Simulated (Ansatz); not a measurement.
Gas-phase electronic energies from Ansatz, PBE0-D4/def2-TZVP geometries. CCSD(T)/CBS is the MP2 limit (def2-TZVPP, def2-QZVPP) plus CCSD(T) − MP2 in def2-TZVPP, frozen cores. This one scheme is used for every species. DFT in def2-TZVPP. For Ge outer-core shells are correlated without core-valence functions, which leaves a few kJ/mol of doubt a bond. Scalar relativity is left out up to krypton. Each species was taken in one conformer, which may not be the lowest.

Consider the ligand exchange at a Ge–N bond: `F[SiH](Cl)[NH][GeH2][Cl]` + H–F → `[F][GeH2][Cl]` + `N[SiH](F)Cl`.

```
                   species  PBE energy (Eh)
`F[SiH](Cl)[NH][GeH2][Cl]`      -3443.20882
                       H–F       -100.39340
           `[F][GeH2][Cl]`      -2637.78032
             `N[SiH](F)Cl`       -905.84143
```

Problem. Work out ΔE.

Solution. ΔE = (-2637.78032) + (-905.84143) − (-3443.20882) − (-100.39340) = -0.01953 Eh = -51.3 kJ/mol. CCSD(T)/CBS gives -31.4 kJ/mol.

Largest T1 diagnostic among the species: 0.011.

From PBE to PBE0 (25 % exact exchange), in def2-TZVPP and without D4, ΔE moves by +4.5 kJ/mol. In def2-TZVPP, CCSD(T) changes the Hartree–Fock value by +26.1 kJ/mol (the triples alone add +3.1 kJ/mol) and MP2 by +30.0 kJ/mol.
